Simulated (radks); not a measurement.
Results of a calculation; reference values are marked as such.
Task: These are the eigenvalues of the occupied orbitals of an atom or ion with whole-number occupations (eV). Code: a radial shooting solver on a logarithmic mesh with Libxc functionals. Model: Dirac Kohn-Sham, exchange-only LDA, spin-unpolarised, spherical densities, point nucleus.

| orbital | eigenvalue |
|---|---|
| 1s1/2 | -44940.26 |
| 2s1/2 | -7307.822 |
| 2p1/2 | -6923.121 |
| 2p3/2 | -6363.592 |
| 3s1/2 | -1596.468 |
| 3p1/2 | -1431.246 |
| 3p3/2 | -1318.805 |
| 3d3/2 | -1030.689 |
| 3d5/2 | -1006.298 |
| 4s1/2 | -320.5968 |
| 4p1/2 | -257.7733 |
| 4p3/2 | -233.0789 |
| 4d3/2 | -129.6111 |
| 4d5/2 | -125.2256 |
| 5s1/2 | -46.6838 |
| 5p1/2 | -29.8515 |
| 5p3/2 | -26.5401 |
| 6s1/2 | -7.7003 |
| 4f5/2 | -7.2427 |
| 4f7/2 | -6.7729 |

Which element is it, and in what charge state? The configuration may be excited. Open shells, if any, are shared by 2j + 1.

Result: Z = 61, promethium, charge +1: Pm+ in [Xe] 4f5 6s1. The list shows which subshells hold electrons but not how many an open one holds; the 1s level, -1651.5 hartree, gives Z - s = 57.5 by -(Z - s)^2/2, which with screening and relativity narrows Z to a few neighbours, and the depths of the outer levels then fix element, charge and occupations together.
